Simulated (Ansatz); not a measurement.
Cartesian coordinates in Å:
```
C 1.5503 1.2487 -0.7916
Cu 0.1602 0.1285 -0.0818
P -1.4049 -1.1317 0.7174
F -1.2774 -1.6272 2.1820
F -1.6892 -2.4876 0.0191
F -2.8500 -0.5697 0.7690
H 1.9556 0.8364 -1.7211
H 2.3790 1.3487 -0.0834
H 1.1763 2.2541 -1.0095
```

Charge 0, multiplicity 1.

Problem. List the CAM-B3LYP/def2-TZVPP orbital energies in eV (Ansatz 0.2.0). (Best estimate.)

Solution. The calculation gave: Occupied: -8792.19, -2104.56, -1058.78, -928.38, -928.27, -928.27, -675.87, -675.87, -675.87, -277.11, -185.29, -135.33, -135.33, -135.15, -119.74, -78.91, -78.66, -78.66, -38.45, -36.96, -36.96, -21.73, -19.44, -18.62, -18.62, -17.98, -16.65, -16.65, -15.54, -15.54, -15.08, -13.42, -11.72, -11.72, -10.24, -10.24, -10.11, -10.11, -10.11, -7.87. Lowest empty: -0.40, -0.40, 1.02, 2.43, 3.88, 3.88, 3.92, 4.82.
